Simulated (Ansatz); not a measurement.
A single point on C$_{6}$H$_{3}$ClZr (`C#[C][Zr]([Cl])([C]#C)[C]#C`).

```yaml
crystal:
  periodic: [false, false, false]
  atoms:
    - {symbol: C, position_ang: [2.868767, -0.642702, -1.269723]}
    - {symbol: C, position_ang: [1.893299, -0.156638, -0.729796]}
    - {symbol: Zr, position_ang: [0.141081, 0.676405, 0.226103]}
    - {symbol: Cl, position_ang: [0.591307, 2.839576, 0.950939]}
    - {symbol: C, position_ang: [-0.402998, -0.563577, 1.912581]}
    - {symbol: C, position_ang: [-0.711247, -1.276215, 2.848778]}
    - {symbol: C, position_ang: [-1.493280, 0.702865, -1.190269]}
    - {symbol: C, position_ang: [-2.411728, 0.699142, -1.987621]}
    - {symbol: H, position_ang: [3.724425, -1.070454, -1.743418]}
    - {symbol: H, position_ang: [-0.981626, -1.902826, 3.669620]}
    - {symbol: H, position_ang: [-3.218010, 0.694404, -2.687195]}
basis:
  gaussian: {orbitals: def2-TZVPP}
correlation: {method: mp2}
```

```sh
$ ansatz run in.yaml --threads 4 --pin off --events-out ev --progress --plain --max-ram 11315MiB
```

It prints (some lines left out):

```
Functional definition: HF
2025 factors; integrals over basis functions are off by at most 7.6e-4 eV
mean field evaluation 1: about -19993.5896 eV, gradient 5.1e1 eV
mean field evaluation 2: about -19994.1443 eV, gradient 5.1e1 eV
mean field evaluation 4: about -20000.8884 eV, gradient 7.1e0 eV
mean field evaluation 8: about -20001.0588 eV, gradient 8.0e-1 eV
mean field evaluation 16: about -20001.0612 eV, gradient 1.9e-6 eV
mean field -20001.06115442 eV, -735.0254402187 hartree, gradient 1.9e-6 eV, S^2 0.000000; 0 other end points of the search recorded, 0 dependent functions left out
11 core orbitals not correlated: weight in the atoms' cores, before any rotation towards them, 1.000 or more for the frozen orbitals, at most 0.000 for the correlated occupied ones
reference -20001.06115442 eV, -735.0254402187 hartree; 23, 23 occupied and 292, 292 virtual orbitals, 2025 factors
second order -38.59514140 eV of doubles, -0.00000000 eV of singles
Total energy: -20039.65629582 eV, -736.4437855045 hartree
```

It took 9.5 s on 4 threads of an Arm Neoverse V1 on a shared host, with 1.1 GiB of host memory at the peak.
